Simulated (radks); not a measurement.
Task: All-electron atom: Tb II in [Xe] 4f9 6s1. Calculated with a radial shooting solver on a logarithmic mesh with Libxc functionals: Dirac Kohn-Sham, LDA (Slater exchange, Perdew-Wang correlation), spin-unpolarised, spherical densities, point nucleus; open shells are shared between the two j in proportion to 2j + 1.

Spin-orbit splittings of the eigenvalues, e(l+1/2) - e(l-1/2), with zeta = 2 splitting/(2l+1) and mean radii in bohr:

shell  occ.  splitting (eV)  zeta (eV)  <r> j=l-1/2  <r> j=l+1/2
2p        6           745.7      497.2      0.07592      0.08287
3p        6           153.9      102.6       0.2288       0.2420
3d       10           33.61      13.44       0.2142       0.2183
4p        6           34.44      22.96       0.5528       0.5834
4d       10               ?          ?       0.6179       0.6288
4f        9          0.7884     0.2253       0.8916       0.9113
5p        6           4.438      2.958        1.499        1.604

Estimate the 4d splitting.

Result: 6.219 eV (zeta = 2.488 eV).
